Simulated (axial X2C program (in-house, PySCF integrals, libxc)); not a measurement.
**Bond lengths and stretching modes, held linear, of NAsO²⁺**

Calculated with an in-house all-electron X2C program for linear molecules (integrals from PySCF): two-component X2C with atomic mean-field Coulomb and Gaunt terms, Gaussian nuclei, basis N dyall-av3z, As dyall-v3z, O dyall-av3z with contracted cores. Spin-free rows use the one-electron spin-free X2C Hamiltonian.

Masses N 14.003, As 74.922, O 15.995 u. States: 2c Ω = 1 (beyond evenly filled blocks: ω = -1/2, ω = 3/2); spin-free M_S = 1, Λ = 0 (beyond evenly filled blocks: π+α, π-α).

PBE0, 2c: energies above the lowest point

| r(N–As) (Å) | r(As–O) (Å) | E (meV) |
| --- | --- | --- |
| 2.2610 | 1.5230 | 42.68 |
| 2.2610 | 1.5620 | 1.16 |
| 2.2610 | 1.6010 | 48.53 |
| 2.3190 | 1.5230 | 42.40 |
| 2.3190 | 1.5620 | 0.00 |
| 2.3190 | 1.6010 | 46.65 |
| 2.3190 | 1.6401 | 161.99 |
| 2.3770 | 1.5230 | 44.04 |
| 2.3770 | 1.5620 | 0.92 |
| 2.3770 | 1.6010 | 47.06 |
| 2.4350 | 1.5620 | 2.82 |
| 2.4350 | 1.6401 | 163.71 |

**Question.** Fit a quadratic surface with cubic terms in each bond: where is the minimum, and what are the two stretching wavenumbers?

**Answer.** At PBE0, 2c: bonds 2.315 and 1.560 Å; harmonic stretches 124.9 and 1109.1 cm⁻¹; force constants 0.112, 9.54 and coupling -0.03 mdyn/Å.

The other levels and Hamiltonians give:

| Hamiltonian | level | r(N–As) (Å) | r(As–O) (Å) | lower stretch (cm⁻¹) | upper stretch (cm⁻¹) |
| --- | --- | --- | --- | --- | --- |
| 2c | TPSSh | 2.381 | 1.571 | 53.8 | 1080.3 |
| spin-free | PBE0 | 2.315 | 1.559 | 124.7 | 1109.8 |
| spin-free | TPSSh | 2.381 | 1.571 | 53.4 | 1080.9 |

Each state is one determinant, the lowest of a limited PBE0 search; the stretches come from a fit to these few points and carry an uncertainty of a few per cent. Other orders of the atoms were not compared. Left out for rough or failed fits: HF 2c, MP2 2c, HF spin-free, MP2 spin-free. The levels spread by more than a fifth, so the stretches depend strongly on the method. A multiply charged ion may be only metastable. The molecule was held linear; bending was not examined, so a bent shape may lie lower. Open-shell Ω = 0 determinants with evenly filled partner blocks cannot be reached by this program, so the Ω shown need not be the lowest component. Note: several unpaired electrons, one determinant need not be a pure state.
